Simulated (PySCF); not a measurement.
Compound: C7H7Cl.
Structure used (GFN2-xTB), in Å, numbered top down from 1:
```xyz
15
C7H7Cl angstrom
C     -1.4204    0.2157    1.4199
C     -0.3539    0.0695    0.3920
C      1.0588   -0.5571    0.4634
C      1.5414    0.4002   -0.5952
C      0.9808   -0.9400   -0.9903
C     -0.4266   -0.3132   -1.0654
Cl    -1.7798   -0.7067   -2.0616
C      0.1393    1.0299   -0.6740
H     -2.2832    0.7170    0.9862
H     -1.7324   -0.7622    1.7849
H     -1.0593    0.8031    2.2632
H      1.5833   -1.0292    1.2734
H      2.5152    0.8202   -0.7674
H      1.4220   -1.7595   -1.5255
H     -0.1897    2.0203   -0.9255
```

Method used: PySCF 2.14.0, density-fitted response routines, TDDFT PBE0/def2-SVPD, vertical, gas phase, core orbitals frozen in the response.

Transition dipole moments from the ground state, in atomic units and in the frame of the coordinates above (overall signs are arbitrary), for the states with f of 0.002 or more among the lowest 6:

| state | E (hartree) | μx | μy | μz |
| --- | --- | --- | --- | --- |
| S1 | 0.2243 | -0.029 | -0.097 | 0.072 |
| S2 | 0.2371 | 0.032 | 0.209 | 0.064 |
| S3 | 0.2404 | -0.196 | -0.141 | -0.247 |
| S5 | 0.2474 | -0.077 | -0.005 | 0.112 |
| S6 | 0.2520 | -0.018 | -0.024 | 0.413 |

(1) What oscillator strength does each state have?

(2) Which bond between heavy atoms lies closest to the direction of the S6 transition dipole?

(3) What angle do the transition dipoles of S3 and S6 make?

(4) How is the summed strength of these states shared among x, y and z?

(5) What peak molar absorption coefficient would the strongest computed level give as a lone Gaussian band 0.4 eV wide at half height?

Answers

(1) f = (2/3) ΔE |μ|² with ΔE in hartree (27.2114 eV).

```
state  |μ|² (au)  |μ| (D)      f
   S1      0.015     0.32  0.002
   S2      0.049     0.56  0.008
   S3      0.119     0.88  0.019
   S5      0.018     0.34  0.003
   S6      0.171     1.05  0.029
```

(2) C2–C6 and C3–C5, at 19° from it; next C2–C8 and C3–C4 at 41°.

(3) |cos θ| = |μa·μb| / (|μa| |μb|) = 0.66, so θ ≈ 48° (taken between 0 and 90°, since the signs are arbitrary).

(4) (2/3) Σ ΔE μα² gives 0.007 for x, 0.012 for y and 0.042 for z, 0.061 in all.

(5) ε(max) = 2.175×10⁸ f / FWHM, with the width in cm⁻¹. S6: 2.175×10⁸ × 0.0287 / 3226 ≈ 1900 L mol⁻¹ cm⁻¹.

Without π bonds the low states may be Rydberg-like; a valence basis with one diffuse set may place them up to an eV too high.
